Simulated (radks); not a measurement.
Question: Species: Nd2+. Configuration: [Xe] 4f4. All-electron calculation, scalar-relativistic Kohn-Sham, RPBE, spin-polarised, spherical densities, finite nucleus; open shells are filled with parallel spins first (spin-orbit coupling, left out, can overturn this in heavy ions); Fermi nuclear charge, rms radius 4.9123 fm. Program: a radial shooting solver on a logarithmic mesh with Libxc functionals. Some entries of the table are withheld. Estimate them.

orbital,occ.,eigenvalue (eV),r(max) (bohr)
1s up,1,-43412.19,0.01510
1s down,1,-43412.19,0.01510
2s up,1,-7032.208,0.08549
2s down,1,-7032.202,0.08549
2p up,3,-6287.473,0.06893
2p down,3,-6287.470,0.06893
3s up,1,-1535.770,0.2437
3s down,1,-1534.710,0.2437
3p up,3,-1300.881,0.2387
3p down,3,-1299.824,0.2387
3d up,5,-975.0668,0.1961
3d down,5,-974.2544,0.1960
4s up,1,-316.6222,0.5653
4s down,1,-313.7286,0.5651
4p up,3,-239.7417,0.5902
4p down,3,-236.8187,0.5898
4d up,5,-130.4702,0.6190
4d down,5,-127.4991,0.6185
5s up,1,(1),(2)
5s down,1,(3),(4)
5p up,3,-35.5028,1.493
5p down,3,-34.0437,1.510
4f up,4,-15.4336,0.6634
4f down,0,-12.8402,0.6647

Answer: 
(1) 5s up eigenvalue (eV): -54.1083
(2) 5s up r(max) (bohr): 1.318
(3) 5s down eigenvalue (eV): -52.1860
(4) 5s down r(max) (bohr): 1.329
